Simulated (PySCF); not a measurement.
[Nd(NH2)2]+ at several levels of theory

Computed with PySCF 2.14.0 (density fitting, no spin-orbit coupling) at the geometry relaxed with PBE0:

```xyz
7
[Nd(NH2)2]+ (singlet in the valence; each metal's 4f electrons, 3 of them, lie in its core potential, out of spins and levels)
Nd    0.0000    0.7736    0.0092
N     1.6869    0.0310    1.0657
H     1.6205   -0.5588    1.9004
H     2.6858    0.1561    0.8841
N    -1.6869    0.0310    1.0657
H    -2.6858    0.1561    0.8841
H    -1.6205   -0.5588    1.9004
```

```
level                                                 basis    state  HOMO (eV)  gap (eV)  charge on Nd1 (e)  population of f-type functions on Nd1 (polarisation alone where 4f lies in the core)  dipole about the centre of mass (D)  largest force component (eV/Å)
 PBE0     Nd lcecp-1-SVP with ECP49, N def2-SVP, H def2-SVP  singlet     -11.57      5.23               1.19                                                                                  0.07                                 2.71                            0.02
B3LYP                                              the same  singlet     -11.33      4.64               1.15                                                                                  0.06                                 2.65                            0.36
 PBE0  Nd lcecp-1-TZVP with ECP49, N def2-TZVP, H def2-TZVP  singlet     -11.59      5.26               1.67                                                                                  0.07                                 2.99                            0.30
```

In the lcecp rows the 4f levels are missing from HOMO and gap, and the state counts the valence alone.

Charges are Mulliken's, which hang on the basis. The relaxation used the grid (50, 194), these runs (75, 302) or, all-electron (x2c bases, spin-free X2C Hamiltonian), (99, 590).

Problem. What does TPSSh with Nd lcecp-1-SVP with ECP49, N def2-SVP, H def2-SVP give here?

Solution. state singlet, HOMO (eV) -10.81, gap (eV) 4.25, charge on Nd1 (e) 1.18, population of f-type functions on Nd1 (polarisation alone where 4f lies in the core) 0.06, dipole about the centre of mass (D) 2.65, largest force component (eV/Å) 0.32. Time: 7.5 s on 2 threads of Intel(R) Xeon(R) Platinum 8488C (Sapphire Rapids), with other jobs on the host, from an already converged density.

An lcecp potential fixes the number of 4f electrons, so in runs with it no electron can move into or out of that shell.
